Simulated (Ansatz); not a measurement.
`[F][Mo]([F])([F])([F])([Cl])[Cl]`, 7 atoms. Total charge 0; spin multiplicity 1. Correlated methods include outer-core shells of Mo, which these sets cover unevenly. Mo takes the def2 core potential. All runs use 4 threads of an Arm Neoverse V1 on a shared host. Correlated methods freeze the cores.

**Question.** How many basis functions does each run have, and how long does it take in Ansatz? RKS ωB97M-V/def2-QZVPP energy; RKS CAM-B3LYP-D4/def2-TZVPP energy; RKS BHLYP-D4/def2-TZVPP energy; RKS PBE0-D4/def2-TZVP relaxation (5 steps); RKS B3LYP-D4/def2-TZVPP energy and forces; direct RPA on PBE orbitals/def2-TZVPP energy; RKS BLYP-D4/def2-TZVPP energy; RKS PBE0-D4/def2-QZVPP energy; RHF-CCSD(T)/def2-SVP energy; RHF-MP2/def2-QZVPP energy; RKS PBE0-D4/def2-TZVP frequencies; RKS ωB97M-V/def2-SVP energy. (An estimate is asked.)

**Answer.** Ansatz gave: Other jobs shared the machine, so times are rough.

```tsv
level	job	functions	wall time	peak host memory (GiB)
RKS BLYP-D4/def2-TZVPP	energy	264	5.5 s	0.42
RKS BHLYP-D4/def2-TZVPP	energy	264	9 s	0.96
RKS CAM-B3LYP-D4/def2-TZVPP	energy	264	10 s	1
RKS B3LYP-D4/def2-TZVPP	energy and forces	264	12 s	0.94
RKS ωB97M-V/def2-SVP	energy	123	12 s	0.46
direct RPA on PBE orbitals/def2-TZVPP	energy	264	22 s	0.79
RKS PBE0-D4/def2-QZVPP	energy	449	22 s	2.1
RHF-CCSD(T)/def2-SVP	energy	123	34 s	0.85
RHF-MP2/def2-QZVPP	energy	449	42 s	2.6
RKS ωB97M-V/def2-QZVPP	energy	449	43 s	2.5
RKS PBE0-D4/def2-TZVP	relaxation (5 steps)	238	46 s	0.83
RKS PBE0-D4/def2-TZVP	frequencies	238	3.7 min	0.82
```

B3LYP here is the variant with VWN-RPA as its local correlation; programs differ in this.
